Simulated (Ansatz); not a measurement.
Total energies of `C=C[NH][Zn][CH3]`.

```xyz
12

C    -1.372   -0.558    1.689
C    -1.730    0.448    0.882
N    -1.029    0.932   -0.195
Zn    0.590    0.293   -0.780
C     2.285   -0.352   -1.423
H    -2.007   -0.855    2.511
H    -0.444   -1.108    1.555
H    -2.675    0.952    1.079
H    -1.491    1.697   -0.658
H     2.480    0.010   -2.435
H     3.099   -0.016   -0.778
H     2.294   -1.444   -1.447
```

Total charge 0; spin multiplicity 1. For Zn the d shell is correlated and the shells below it are frozen. Scalar relativity is left out up to krypton. The geometry is a stationary point of PBE0-D4/def2-TZVP. It is one conformer, not always the lowest. Basis def2-TZVPP, Ansatz 0.2.0.

RPA on PBE orbitals: Hartree–Fock energy of these orbitals -1949.89592 Eh, correlation -1.82163 Eh (frozen core).

```json
{"functional": "LDA (SPW92)", "energy without D4 (Eh)": "-1948.27713", "D4 term (kJ/mol)": "–"}
{"functional": "PBE", "energy without D4 (Eh)": "-1952.23614", "D4 term (kJ/mol)": "-20.7"}
{"functional": "revPBE", "energy without D4 (Eh)": "-1952.56221", "D4 term (kJ/mol)": "-67.4"}
{"functional": "BLYP", "energy without D4 (Eh)": "-1952.74117", "D4 term (kJ/mol)": "-46.0"}
{"functional": "r2SCAN", "energy without D4 (Eh)": "-1952.61462", "D4 term (kJ/mol)": "-5.3"}
{"functional": "B97M-V", "energy without D4 (Eh)": "-1952.36915", "D4 term (kJ/mol)": "–"}
{"functional": "PBE0", "energy without D4 (Eh)": "-1952.27140", "D4 term (kJ/mol)": "-17.5"}
{"functional": "B3LYP", "energy without D4 (Eh)": "-1952.79351", "D4 term (kJ/mol)": "-33.3"}
{"functional": "r2SCANh", "energy without D4 (Eh)": "-1952.58988", "D4 term (kJ/mol)": "-5.6"}
{"functional": "r2SCAN0", "energy without D4 (Eh)": "-1952.55484", "D4 term (kJ/mol)": "-6.2"}
{"functional": "HSE06 (plane-wave form)", "energy without D4 (Eh)": "-1952.25964", "D4 term (kJ/mol)": "-16.3"}
{"functional": "BHLYP", "energy without D4 (Eh)": "-1952.57824", "D4 term (kJ/mol)": "-24.8"}
{"functional": "CAM-B3LYP", "energy without D4 (Eh)": "-1952.75215", "D4 term (kJ/mol)": "-17.7"}
{"functional": "LC-ωPBE", "energy without D4 (Eh)": "-1952.38996", "D4 term (kJ/mol)": "–"}
{"functional": "ωB97X-V", "energy without D4 (Eh)": "-1952.50951", "D4 term (kJ/mol)": "–"}
{"functional": "ωB97M-V", "energy without D4 (Eh)": "-1952.54827", "D4 term (kJ/mol)": "–"}
{"functional": "B2PLYP", "energy without D4 (Eh)": "-1952.29821", "D4 term (kJ/mol)": "–"}
{"functional": "PBE-QIDH", "energy without D4 (Eh)": "-1951.99821", "D4 term (kJ/mol)": "–"}
```

B3LYP takes the VWN-RPA correlation (the form of Gaussian; ORCA's B3LYP/G). HSE06 is the plane-wave form, built on full-range PBE exchange. The double hybrids freeze the cores in their second-order part.

LC-ωPBE has ω = 0.4 bohr⁻¹.
